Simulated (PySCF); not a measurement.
Electron correlation in Mo²⁺ (molybdenum, charge +2)

[Kr] 4d4, high-spin 5D determinant. All numbers are calculated (PySCF 2.14, the spin-free X2C one-electron Hamiltonian (Gaussian nucleus), in x2c-TZVPPall with one added diffuse shell each of s, p, d, f type (9s7p7d3f1g, 95 functions)). Frozen: [Ar] 3d10; 12 electrons correlated.

```csv
level,correlation energy (mhartree)
CCSD,-305.59
(T),-6.48
CCSD(T),-312.07
```

Diagnostics: T1 = 0.0036, D1 = 0.0074, largest double amplitude 0.022.

Cost of the coupled-cluster step: roughly 40 core-seconds, for 12 correlated electrons.

Iterations:

```
CC2 = 0
CCSD nocc = (np.int64(8), np.int64(4)), nmo = (81, 81)
frozen orbitals [[0, 1, 2, 3, 4, 5, 6, 7, 8, 9, 10, 11, 12, 13], [0, 1, 2, 3, 4, 5, 6, 7, 8, 9, 10, 11, 12, 13]]
max_cycle = 100
direct = 0
conv_tol = 1e-08
conv_tol_normt = 1e-06
diis_space = 8
diis_start_cycle = 0
Init t2, MP2 energy = -0.292565817071047
Init E_corr(UCCSD) = -0.292565817071142
cycle = 1  E_corr(UCCSD) = -0.302221143626684  dE = -0.00965532656  norm(t1,t2) = 0.0250672
cycle = 2  E_corr(UCCSD) = -0.304996107270015  dE = -0.00277496364  norm(t1,t2) = 0.00556278
cycle = 3  E_corr(UCCSD) = -0.305584189717739  dE = -0.000588082448  norm(t1,t2) = 0.00185721
cycle = 4  E_corr(UCCSD) = -0.30561041301126  dE = -2.62232935e-05  norm(t1,t2) = 0.000640758
cycle = 5  E_corr(UCCSD) = -0.30558280176708  dE = 2.76112442e-05  norm(t1,t2) = 0.000435152
cycle = 6  E_corr(UCCSD) = -0.305593769180217  dE = -1.09674131e-05  norm(t1,t2) = 0.000152685
cycle = 7  E_corr(UCCSD) = -0.305594754574459  dE = -9.85394242e-07  norm(t1,t2) = 2.26878e-05
cycle = 8  E_corr(UCCSD) = -0.305594240161248  dE = 5.14413211e-07  norm(t1,t2) = 5.68798e-06
cycle = 9  E_corr(UCCSD) = -0.305594282195616  dE = -4.20343679e-08  norm(t1,t2) = 1.27201e-06
cycle = 10  E_corr(UCCSD) = -0.305594297567591  dE = -1.53719746e-08  norm(t1,t2) = 2.36717e-07
cycle = 11  E_corr(UCCSD) = -0.30559429272818  dE = 4.83941015e-09  norm(t1,t2) = 5.04898e-08
UCCSD converged
E(UCCSD) = -4045.714628425499  E_corr = -0.3055942927281804
UCCSD(T) correction = -0.00648250691448971
```

This basis was not built for core-valence correlation, so the inner-shell part is incomplete.
